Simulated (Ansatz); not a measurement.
Cost and result for the atomization energy of C₅H₈ClCuN₂ (`Cn1ccn(C)[c+]1[Cu-][Cl]`) (17 atoms, 17 bonds).

```xyz
17

C    -1.554    0.272    1.863
N    -0.938    0.247    0.556
C    -1.560    0.635   -0.605
C    -0.660    0.464   -1.598
N     0.482   -0.021   -1.009
C     1.698   -0.343   -1.720
C     0.328   -0.162    0.326
Cu    1.593   -0.789    1.580
Cl    2.999   -1.487    2.974
H    -0.826   -0.090    2.587
H    -2.432   -0.374    1.882
H    -1.846    1.290    2.126
H    -2.575    0.994   -0.631
H    -0.738    0.646   -2.656
H     2.094    0.544   -2.217
H     1.510   -1.121   -2.462
H     2.427   -0.705   -0.998
```

The species carries charge 0 and has multiplicity 1. For Cu the d shell is correlated and the shells below it are frozen. Scalar relativity is left out up to krypton. Geometry: relaxed with PBE0-D4/def2-TZVP. It is one conformer, not always the lowest. Program: Ansatz. All runs use 4 threads of an AMD EPYC 7R13 on a shared host and a share of an NVIDIA H100 80 GB. Times are those of one run each, without the atoms' runs, and a repeat can differ threefold. Electronic energies, without spin–orbit coupling; frozen cores. CCSD(T)/CBS adds CCSD(T) − MP2 in def2-TZVPP to the MP2 limit, and its time is that of the two runs behind it. T1 = 0.019. With those shells the extrapolation isn't a true limit. HSE06 is the plane-wave form, built on full-range PBE exchange.

CCSD(T)/CBS is a level of theory with its own doubt, some kJ/mol a heavy atom from the limit and from the frozen cores, so smaller differences don't rank the functionals.

```tsv
level	functions	atomization (kJ/mol)	difference from CCSD(T)/CBS	per bond
BLYP-D4/def2-TZVPP	435	6986.2	52.6	3.1
PBE-QIDH/def2-TZVPP	435	6941.8	8.2	0.5
B97M-V/def2-TZVPP	435	6965.2	31.6	1.9
CCSD(T)/def2-SVP	187	6608.7	-324.9	-19.1
CCSD(T)/def2-TZVPP	435	6735.6	-198.0	-11.6
BHLYP-D4/def2-TZVPP	435	6690.6	-243.0	-14.3
B2PLYP/def2-TZVPP	435	6883.2	-50.4	-3.0
MP2/def2-QZVPP	809	7045.6	112.0	6.6
r2SCANh-D4/def2-TZVPP	435	6937.7	4.1	0.2
CCSD(T)/CBS(def2)	–	6933.6	0.0	0.0
HSE06-D4/def2-TZVPP	435	7037.1	103.5	6.1
ωB97M-V/def2-TZVPP (with forces)	435	6978.4	44.8	2.6
PBE0-D4/def2-TZVPP	435	7032.5	98.9	5.8
```

Q: Order the runs by time, with rough figures. (An estimate is asked.)

A: Computed: BLYP-D4/def2-TZVPP 2.3 s; CCSD(T)/def2-SVP 2.3 s; r2SCANh-D4/def2-TZVPP 2.4 s; PBE0-D4/def2-TZVPP 2.5 s; BHLYP-D4/def2-TZVPP 2.6 s; HSE06-D4/def2-TZVPP 2.9 s; B2PLYP/def2-TZVPP 3.1 s; PBE-QIDH/def2-TZVPP 3.2 s; B97M-V/def2-TZVPP 3.6 s; ωB97M-V/def2-TZVPP (with forces) 4.1 s; MP2/def2-QZVPP 6.5 s; CCSD(T)/def2-TZVPP 25 s; CCSD(T)/CBS(def2) 32 s.

From BLYP to BHLYP (50 % exact exchange), in def2-TZVPP and without D4, the atomization energy moves by −247.0 kJ/mol: exact exchange takes away binding that semilocal exchange gives to molecules. The D4 term adds +79.5 kJ/mol with B3LYP and +42.7 kJ/mol with PBE0; it sums over pairs of atoms, weighted by their polarisabilities, and B3LYP, whose exchange is more repulsive, gets the larger term. Leaving LDA and LC-ωPBE aside and taking each functional with its dispersion term where it has one, the values, not all of them listed here, spread over 524.8 kJ/mol, from BHLYP-D4 to PBE-D4. LDA lies +968.7 kJ/mol from PBE without D4, its usual overbinding.

B3LYP here is the variant with VWN-RPA as its local correlation; programs differ in this.
